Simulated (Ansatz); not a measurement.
Reaction (redistribution): `C[BH][SnH2][GaH2]` + `[CH3][Al]([OH])[F]` → `C[BH][Al]([OH])[F]` + `[CH3][SnH2][GaH2]`

Program: Ansatz. Geometries: PBE0-D4/def2-TZVP. ΔE: electronic, gas phase. CCSD(T)/CBS is the MP2 limit (def2-TZVPP, def2-QZVPP) plus CCSD(T) − MP2 in def2-TZVPP, frozen cores. Functionals use def2-TZVPP. HSE06 is defined as in plane-wave codes. def2 core potentials past Kr. For Ga, Sn outer-core shells are correlated without core-valence functions, which leaves a few kJ/mol of doubt a bond. Scalar relativity is left out up to krypton. One conformer a species, not always the lowest.

```tsv
level	ΔE (kcal/mol)
BHLYP-D4	12.7
HSE06	12.9
CAM-B3LYP	12.2
LC-ωPBE	12.2
HF/def2-SVP	11.7
MP2/def2-TZVPP	13.7
MP2/def2-QZVPP	13.9
HF/CBS(def2)	11.2
```

Problem. What does CCSD(T)/CBS give? (Estimate.)

Solution. Ansatz gave: +12.7 kcal/mol. The listed levels differ from it by 0.0, 0.2, -0.5, -0.5, -1.0, 1.0, 1.2, -1.5 kcal/mol.

Largest T1 diagnostic among the species: 0.014.

Leaving LDA and LC-ωPBE aside and taking each functional with its dispersion term where it has one, the values, not all of them listed here, spread over 2.6 kcal/mol, from ωB97X-V to r2SCAN-D4. LDA lies +1.7 kcal/mol from PBE without D4. In def2-TZVPP, CCSD(T) changes the Hartree–Fock value by +1.1 kcal/mol (the triples alone add +0.2 kcal/mol) and MP2 by +2.5 kcal/mol.
